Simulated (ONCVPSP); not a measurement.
Configuration tests for silicon (ONCV)

silicon, optimised norm-conserving Vanderbilt (ONCV), made with ONCVPSP 4.0.1 (LDA (Perdew-Zunger), fully relativistic). Core [Ne], reference 3s2 3p2. Waves: 3s: rc 1.55 bohr, ncon 5, nbas 9, qcut 3.9 1/bohr, 2 projectors, debl 0.4 Ha; 3p: rc 1.55 bohr, ncon 4, nbas 9, qcut 6.4 1/bohr, 2 projectors, debl 2.9 Ha. Local part: polynomial inside 1.40 bohr (lpopt 5, dvloc0 3 Ha). Core correction: Teter function, fcfact 4, rcfact 1.45.

Open shells are filled in proportion to 2j + 1.

Energies are relative to the spin-unpolarised reference configuration 3s2 3p2; without spin polarisation the order of configurations can differ from experiment.

```
valence configuration  charge  ΔE all-electron (eV)  error AE − PS (meV)
              3s2 3p1      +1                 7.829                 +0.4
              3s1 3p0      +3                58.088                 -6.7
              3s1 3p2      +1                15.242                 -0.8
```

(1) What are ΔE and the potential's error for 3s2 3p0?

Levels in the configuration 3s2 3p0:

| level | all-electron (eV) | pseudo (eV) |
| --- | --- | --- |
| 3s j=1/2 | -28.664 | -28.663 |

Results:

(1) ΔE = 23.943 eV all-electron; the error (AE − PS) is +2.6 meV.
